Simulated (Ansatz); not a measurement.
Ansatz (a first-principles code) input (B3LYP-D3(BJ)/def2-TZVP):

Ansatz 0.2 input:
```yaml
crystal:
  periodic: [false, false, false]
  atoms:
    - {symbol: C, position_ang: [-2.15051529, -0.70918121, 0.29098480]}
    - {symbol: C, position_ang: [-1.87170548, 0.75913227, -0.03077603]}
    - {symbol: C, position_ang: [-0.43558243, 1.15140417, 0.32917867]}
    - {symbol: C, position_ang: [0.57871723, 0.23178405, -0.35043661]}
    - {symbol: C, position_ang: [0.30350860, -1.23725288, -0.03016704]}
    - {symbol: C, position_ang: [-1.13375546, -1.62583717, -0.38956698]}
    - {symbol: S, position_ang: [2.31147556, 0.71460805, 0.00399976]}
    - {symbol: H, position_ang: [-2.09819836, -0.85616435, 1.37562076]}
    - {symbol: H, position_ang: [-3.16526300, -0.97752610, -0.01236378]}
    - {symbol: H, position_ang: [-2.03365905, 0.93121711, -1.10070858]}
    - {symbol: H, position_ang: [-2.57492357, 1.40679805, 0.49822063]}
    - {symbol: H, position_ang: [-0.23616733, 2.18824736, 0.05498872]}
    - {symbol: H, position_ang: [-0.29994487, 1.08030437, 1.41403277]}
    - {symbol: H, position_ang: [0.50991705, 0.37350519, -1.43399708]}
    - {symbol: H, position_ang: [1.01967918, -1.87050386, -0.55560326]}
    - {symbol: H, position_ang: [0.46688781, -1.39801051, 1.04119909]}
    - {symbol: H, position_ang: [-1.26182439, -1.56326361, -1.47597424]}
    - {symbol: H, position_ang: [-1.31416309, -2.66783458, -0.11476052]}
    - {symbol: H, position_ang: [2.26004756, 0.49920674, 1.33004835]}
basis:
  gaussian:
    orbitals: def2-TZVP
hamiltonian:
  xc: b3lyp
  dispersion: d3bj
phonons: {temperatures: {t_min: 298.15, t_max: 298.15, t_step: 100}}
```

Output:

```
Functional definition: B3LYP
integrals: 0.33 GiB planned
1879 factors; their error is unknown
0.41 GiB of the device are held for the grids
1.88 GiB of device memory are held for the factors and their scratch space
mean field: 2.23 GiB planned
mean field evaluation 1: about -17239.9950 eV, gradient 8.4e1 eV
mean field evaluation 2: about -17212.0741 eV, gradient 1.3e2 eV
mean field evaluation 4: about -17257.0120 eV, gradient 6.9e0 eV
mean field evaluation 8: about -17257.1092 eV, gradient 3.8e-1 eV
mean field evaluation 16: about -17257.0750 eV, gradient 1.2e-2 eV
mean field -17257.07497505 eV, -634.1858080675 hartree, gradient 1.6e-5 eV, S^2 0.000000; 0 other end points of the search recorded, 0 dependent functions left out
the calculation of the forces begins
reference -17257.07529953 eV, -634.1858199918 hartree; 32, 32 occupied and 263, 263 virtual orbitals, 1879 factors
these checks for a lower state are left out or cut short: stability, starts, cluster_reference, orbital_swaps, neighbouring_geometries, increment
integrals: 0.33 GiB planned
1879 factors; their error is unknown
0.41 GiB of the device are held for the grids
1.88 GiB of device memory are held for the factors and their scratch space
mean field: 2.23 GiB planned
mean field -17257.07471997 eV, -634.1857986936 hartree, gradient 3.3e-6 eV, S^2 0.000000; 0 other end points of the search recorded, 0 dependent functions left out
the calculation of the forces begins
reference -17257.07504449 eV, -634.1858106195 hartree; 32, 32 occupied and 263, 263 virtual orbitals, 1879 factors
these checks for a lower state are left out or cut short: stability, starts, cluster_reference, orbital_swaps, neighbouring_geometries, increment
integrals: 0.33 GiB planned
1879 factors; their error is unknown
0.41 GiB of the device are held for the grids
1.88 GiB of device memory are held for the factors and their scratch space
mean field: 2.23 GiB planned
mean field evaluation 32: about -17257.1162 eV, gradient 7.1e-4 eV
mean field -17257.07488517 eV, -634.1858047647 hartree, gradient 3.3e-6 eV, S^2 0.000000; 0 other end points of the search recorded, 0 dependent functions left out
the calculation of the forces begins
reference -17257.07520960 eV, -634.1858166873 hartree; 32, 32 occupied and 263, 263 virtual orbitals, 1879 factors
these checks for a lower state are left out or cut short: stability, starts, cluster_reference, orbital_swaps, neighbouring_geometries, increment
integrals: 0.33 GiB planned
1879 factors; their error is unknown
0.41 GiB of the device are held for the grids
1.88 GiB of device memory are held for the factors and their scratch space
mean field: 2.23 GiB planned
mean field -17257.07483310 eV, -634.1858028508 hartree, gradient 3.3e-6 eV, S^2 0.000000; 0 other end points of the search recorded, 0 dependent functions left out
the calculation of the forces begins
reference -17257.07515755 eV, -634.1858147742 hartree; 32, 32 occupied and 263, 263 virtual orbitals, 1879 factors
these checks for a lower state are left out or cut short: stability, starts, cluster_reference, orbital_swaps, neighbouring_geometries, increment
integrals: 0.33 GiB planned
1879 factors; their error is unknown
0.41 GiB of the device are held for the grids
1.88 GiB of device memory are held for the factors and their scratch space
mean field: 2.23 GiB planned
mean field -17257.07481443 eV, -634.1858021649 hartree, gradient 3.3e-6 eV, S^2 0.000000; 0 other end points of the search recorded, 0 dependent functions left out
[...]
1879 factors; their error is unknown
0.41 GiB of the device are held for the grids
1.88 GiB of device memory are held for the factors and their scratch space
mean field: 2.23 GiB planned
mean field evaluation 416: about -17257.0749 eV, gradient 1.1e-6 eV
mean field -17257.07491917 eV, -634.1858060138 hartree, gradient 3.3e-6 eV, S^2 0.000000; 0 other end points of the search recorded, 0 dependent functions left out
the calculation of the forces begins
reference -17257.07524367 eV, -634.1858179391 hartree; 32, 32 occupied and 263, 263 virtual orbitals, 1879 factors
these checks for a lower state are left out or cut short: stability, starts, cluster_reference, orbital_swaps, neighbouring_geometries, increment
integrals: 0.33 GiB planned
1879 factors; their error is unknown
0.41 GiB of the device are held for the grids
1.88 GiB of device memory are held for the factors and their scratch space
mean field: 2.23 GiB planned
mean field -17257.07483750 eV, -634.1858030128 hartree, gradient 3.3e-6 eV, S^2 0.000000; 0 other end points of the search recorded, 0 dependent functions left out
the calculation of the forces begins
reference -17257.07516195 eV, -634.1858149360 hartree; 32, 32 occupied and 263, 263 virtual orbitals, 1879 factors
these checks for a lower state are left out or cut short: stability, starts, cluster_reference, orbital_swaps, neighbouring_geometries, increment
integrals: 0.33 GiB planned
1879 factors; their error is unknown
0.41 GiB of the device are held for the grids
1.88 GiB of device memory are held for the factors and their scratch space
mean field: 2.22 GiB planned
mean field -17257.07499038 eV, -634.1858086309 hartree, gradient 3.3e-6 eV, S^2 0.000000; 0 other end points of the search recorded, 0 dependent functions left out
the calculation of the forces begins
reference -17257.07531486 eV, -634.1858205551 hartree; 32, 32 occupied and 263, 263 virtual orbitals, 1879 factors
these checks for a lower state are left out or cut short: stability, starts, cluster_reference, orbital_swaps, neighbouring_geometries, increment
integrals: 0.33 GiB planned
1879 factors; their error is unknown
0.41 GiB of the device are held for the grids
1.88 GiB of device memory are held for the factors and their scratch space
mean field: 2.23 GiB planned
mean field -17257.07492664 eV, -634.1858062884 hartree, gradient 3.3e-6 eV, S^2 0.000000; 0 other end points of the search recorded, 0 dependent functions left out
the calculation of the forces begins
reference -17257.07525111 eV, -634.1858182126 hartree; 32, 32 occupied and 263, 263 virtual orbitals, 1879 factors
these checks for a lower state are left out or cut short: stability, starts, cluster_reference, orbital_swaps, neighbouring_geometries, increment
integrals: 0.33 GiB planned
1879 factors; their error is unknown
0.41 GiB of the device are held for the grids
1.88 GiB of device memory are held for the factors and their scratch space
mean field: 2.23 GiB planned
mean field -17257.07488934 eV, -634.1858049178 hartree, gradient 3.3e-6 eV, S^2 0.000000; 0 other end points of the search recorded, 0 dependent functions left out
the calculation of the forces begins
reference -17257.07521380 eV, -634.1858168414 hartree; 32, 32 occupied and 263, 263 virtual orbitals, 1879 factors
these checks for a lower state are left out or cut short: stability, starts, cluster_reference, orbital_swaps, neighbouring_geometries, increment
integrals: 0.33 GiB planned
1879 factors; their error is unknown
0.41 GiB of the device are held for the grids
1.88 GiB of device memory are held for the factors and their scratch space
mean field: 2.23 GiB planned
mean field evaluation 448: about -17257.1155 eV, gradient 7.6e-1 eV
mean field -17257.07494582 eV, -634.1858069933 hartree, gradient 3.3e-6 eV, S^2 0.000000; 0 other end points of the search recorded, 0 dependent functions left out
the calculation of the forces begins
reference -17257.07527031 eV, -634.1858189182 hartree; 32, 32 occupied and 263, 263 virtual orbitals, 1879 factors
these checks for a lower state are left out or cut short: stability, starts, cluster_reference, orbital_swaps, neighbouring_geometries, increment
integrals: 0.33 GiB planned
1879 factors; their error is unknown
0.41 GiB of the device are held for the grids
1.88 GiB of device memory are held for the factors and their scratch space
mean field: 2.23 GiB planned
mean field -17257.07501044 eV, -634.1858093680 hartree, gradient 3.3e-6 eV, S^2 0.000000; 0 other end points of the search recorded, 0 dependent functions left out
the calculation of the forces begins
reference -17257.07533491 eV, -634.1858212921 hartree; 32, 32 occupied and 263, 263 virtual orbitals, 1879 factors
these checks for a lower state are left out or cut short: stability, starts, cluster_reference, orbital_swaps, neighbouring_geometries, increment
integrals: 0.33 GiB planned
1879 factors; their error is unknown
0.41 GiB of the device are held for the grids
1.88 GiB of device memory are held for the factors and their scratch space
mean field: 2.23 GiB planned
mean field -17257.07492072 eV, -634.1858060711 hartree, gradient 3.3e-6 eV, S^2 0.000000; 0 other end points of the search recorded, 0 dependent functions left out
the calculation of the forces begins
reference -17257.07524520 eV, -634.1858179955 hartree; 32, 32 occupied and 263, 263 virtual orbitals, 1879 factors
these checks for a lower state are left out or cut short: stability, starts, cluster_reference, orbital_swaps, neighbouring_geometries, increment
integrals: 0.33 GiB planned
1879 factors; their error is unknown
0.41 GiB of the device are held for the grids
1.88 GiB of device memory are held for the factors and their scratch space
mean field: 2.23 GiB planned
mean field -17257.07495177 eV, -634.1858072120 hartree, gradient 3.3e-6 eV, S^2 0.000000; 0 other end points of the search recorded, 0 dependent functions left out
the calculation of the forces begins
reference -17257.07527626 eV, -634.1858191369 hartree; 32, 32 occupied and 263, 263 virtual orbitals, 1879 factors
these checks for a lower state are left out or cut short: stability, starts, cluster_reference, orbital_swaps, neighbouring_geometries, increment
integrals: 0.33 GiB planned
1879 factors; their error is unknown
0.41 GiB of the device are held for the grids
1.88 GiB of device memory are held for the factors and their scratch space
mean field: 2.23 GiB planned
mean field evaluation 480: about -17257.0740 eV, gradient 7.7e-1 eV
mean field -17257.07491894 eV, -634.1858060057 hartree, gradient 3.3e-6 eV, S^2 0.000000; 0 other end points of the search recorded, 0 dependent functions left out
the calculation of the forces begins
reference -17257.07524340 eV, -634.1858179293 hartree; 32, 32 occupied and 263, 263 virtual orbitals, 1879 factors
Total energy: -17257.96518251 eV, -634.2185225884 hartree
Atom 0 at    -2.150515    -0.709181     0.290985 Å, force     0.000234     0.000012     0.000398 eV/Å
Atom 1 at    -1.871705     0.759132    -0.030776 Å, force     0.000260    -0.000023    -0.000094 eV/Å
Atom 2 at    -0.435582     1.151404     0.329179 Å, force    -0.000325     0.000002     0.000102 eV/Å
Atom 3 at     0.578717     0.231784    -0.350437 Å, force     0.000482     0.000047     0.000680 eV/Å
Atom 4 at     0.303509    -1.237253    -0.030167 Å, force    -0.000260    -0.000209     0.000070 eV/Å
Atom 5 at    -1.133755    -1.625837    -0.389567 Å, force     0.000195     0.000187    -0.000063 eV/Å
Atom 6 at     2.311476     0.714608     0.004000 Å, force    -0.000391    -0.000102    -0.000130 eV/Å
Atom 7 at    -2.098198    -0.856164     1.375621 Å, force    -0.000190    -0.000040    -0.000123 eV/Å
Atom 8 at    -3.165263    -0.977526    -0.012364 Å, force     0.000265     0.000115    -0.000221 eV/Å
Atom 9 at    -2.033659     0.931217    -1.100709 Å, force    -0.000262    -0.000228    -0.000036 eV/Å
Atom 10 at    -2.574924     1.406798     0.498221 Å, force     0.000128    -0.000047     0.000099 eV/Å
Atom 11 at    -0.236167     2.188247     0.054989 Å, force     0.000533    -0.000051    -0.000098 eV/Å
Atom 12 at    -0.299945     1.080304     1.414033 Å, force    -0.000265    -0.000033    -0.000361 eV/Å
Atom 13 at     0.509917     0.373505    -1.433997 Å, force    -0.000277    -0.000109     0.000154 eV/Å
Atom 14 at     1.019679    -1.870504    -0.555603 Å, force     0.000406     0.000362    -0.000036 eV/Å
Atom 15 at     0.466888    -1.398011     1.041199 Å, force    -0.000268    -0.000023    -0.000359 eV/Å
Atom 16 at    -1.261824    -1.563264    -1.475974 Å, force    -0.000346     0.000045     0.000005 eV/Å
Atom 17 at    -1.314163    -2.667835    -0.114761 Å, force     0.000088     0.000081     0.000119 eV/Å
Atom 18 at     2.260048     0.499207     1.330048 Å, force    -0.000009     0.000013    -0.000106 eV/Å
Dipole moment:    -0.366048    -0.124801     0.076709 e Å
Vibrations: 135.58 187.93 230.32 269.48 320.66 342.91 426.30 445.13 512.24 707.09 798.08 822.44 850.54 885.51 897.57 931.58 932.75 1022.27 1042.55 1064.59 1092.27 1098.93 1167.69 1205.25 1257.77 1288.77 1294.70 1306.01 1329.71 1364.71 1370.64 1374.56 1380.59 1390.04 1484.51 1488.84 1489.80 1495.29 1507.78 2659.36 3004.87 3006.02 3008.85 3015.36 3015.62 3030.68 3057.69 3058.74 3062.48 3077.59 3081.34 cm⁻¹, zero-point energy 4.605517 eV
```
